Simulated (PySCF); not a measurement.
Trend along the alkali metals: MSe molecules

CCSD(T) with double-zeta basis sets in PySCF, for the lowest determinant that a PBE0 search found; no spin–orbit coupling. De refers to high-spin ground-configuration atoms.

| M | basis | reference, frozen orbitals | state (unpaired electrons) | Re (Å) | ωe (cm⁻¹) | De (eV) |
| --- | --- | --- | --- | --- | --- | --- |
| Li | def2-SVP | UHF, 9 | doublet (π ↑) | 2.295 | 509 | 2.49 |
| Na | def2-SVP | UHF, 10 | doublet (π ↑) | 2.636 | 266 | 2.04 |
| K | def2-SVP | UHF, 14 | doublet (π ↑) | 3.006 | 192 | 1.99 |
| Cs | def2-SVP | UHF, 9 | doublet (π ↑) | 3.301 | 138 | 2.02 |

(1) By what factor does the well depth vary along the series?

Down a group the atoms grow and get heavier, so bonds lengthen and wavenumbers fall; this series shows no clear exception.

Correlated steps freeze the inner cores (9 to 14 orbitals); shallow outer-core shells are correlated. Correlated levels converge slowly with the basis: in double zeta they bind strong bonds too weakly, by up to about 1 eV, and carry superposition errors of some tenths. Spin–orbit coupling is left out, which matters for elements this heavy, above all for dissociation energies. States were picked by a PBE0 search and need not be the measured ground states.

Results:

(1) At CCSD(T) it runs from 1.99 eV (KSe) to 2.49 eV (LiSe), a factor of 1.25.
